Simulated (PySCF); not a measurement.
C8H8Se, SMILES [SeH]/C=C\c1ccccc1 (GFN2-xTB optimised geometry):

```
17

Se     0.495    -3.002     1.305
C     -1.145    -2.483     0.498
C     -1.480    -1.281     0.024
C     -0.691    -0.060     0.000
C     -1.354     1.170    -0.030
C     -0.646     2.355    -0.025
C      0.739     2.339    -0.004
C      1.410     1.127     0.000
C      0.703    -0.060     0.000
H     -0.047    -4.235     1.845
H     -1.855    -3.297     0.456
H     -2.490    -1.174    -0.356
H     -2.435     1.187    -0.044
H     -1.175     3.297    -0.039
H      1.293     3.266    -0.001
H      2.490     1.107    -0.003
H      1.246    -0.997    -0.046
```

Level of theory: B3LYP/def2-SVP in PySCF 2.14.0.

Q: What are the frontier orbital energies and the dipole moment?

A: HOMO-2 -7.17 eV, HOMO-1 -7.03 eV, HOMO -5.78 eV, LUMO -1.00 eV, LUMO+1 -0.32 eV; dipole moment 0.70 D.

Meta-Löwdin charges at B3LYP/def2-SVP: Se1 0.06, C2 -0.21, C3 -0.12, C4 0.01, C5 -0.10, C6 -0.10, C7 -0.10, C8 -0.10, C9 -0.11, H10 0.04, H11 0.12, H12 0.11, H13 0.10, H14 0.10, H15 0.10, H16 0.10, H17 0.10.
